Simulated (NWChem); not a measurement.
Molecule: GaH3O2; SMILES [OH][GaH][OH]

Program: NWChem. B3LYP is NWChem's, with the RPA form of VWN correlation. Each level has its own optimisation; frequencies are unscaled. One conformer.

| level | r Ga–H (Å) | highest harmonic frequency (cm⁻¹) | lowest (cm⁻¹) | zero-point energy (kcal/mol) | dipole (D) |
|---|---|---|---|---|---|
| B3LYP/3-21G | 1.549 | 3616 | 239 | 20.4 | 1.81 |
| Hartree-Fock/STO-3G | 1.361 | 4469 | 308 | 24.8 | 2.55 |
| PBE-D3(BJ)/def2-SVP | 1.559 | 3738 | 186 | 20.5 | 1.67 |
